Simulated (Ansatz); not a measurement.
Species: isocyanic acid, CHNO (charge 0, singlet). 
Coordinates optimised at B3LYP-D3(BJ)/def2-TZVP (Ansatz, an electronic-structure program):
SMILES: N=C=O
```xyz
4

N     -1.1014     0.2807     0.2471
C      0.0427    -0.0239    -0.0008
O      1.1482    -0.1990    -0.3207
H     -1.7320    -0.2289     0.8408
```

Basis-set convergence of Hartree-Fock and MP2 correlation energies (hartree) with Ansatz. Cores are frozen in the correlated levels unless marked. No spin-orbit coupling. Non-relativistic.

```csv
basis,functions,E(HF),"E(corr, MP2)"
cc-pVDZ,47,-167.77862,-0.46536
cc-pVTZ,104,-167.82934,-0.57731
cc-pVQZ,195,-167.84220,-0.61890
```

Extrapolating the two largest sets (X = 3 and 4) as X^-3: E(corr) = (64·(-0.61890) - 27·(-0.57731))/37 = -0.6492 Eh, an estimate of the basis-set limit. The largest set recovers 95.3 % of it, the smallest 71.7 %.
